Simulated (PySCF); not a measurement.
Input for PySCF: R-B3LYP/6-31G* on AsH3 (SMILES [AsH3]).

```python
from pyscf import gto, scf, dft, mp
from pyscf.data.elements import chemcore

mol = gto.M(
    atom='''
    As    0.23175042   -0.45490899    2.87883377
    H    -0.19797877    0.23498299    4.16490046
    H     1.64603571   -0.69837804    3.38215973
    H    -0.25863108   -1.81676989    3.34834062
    ''',
    basis='6-31g*',
    cart=True,
    charge=0, spin=0, verbose=3, max_memory=1800)
mf = dft.RKS(mol, xc='b3lyp')
mf.conv_tol = 1e-8
mf.max_cycle = 100
mf.kernel()
if not mf.converged:
    mf = mf.newton().run(mf.mo_coeff, mf.mo_occ)
```

It printed:

```
converged SCF energy = -2237.418835479
```

Self-consistency was reached.

Cost: around 1.5 core-seconds (rough).
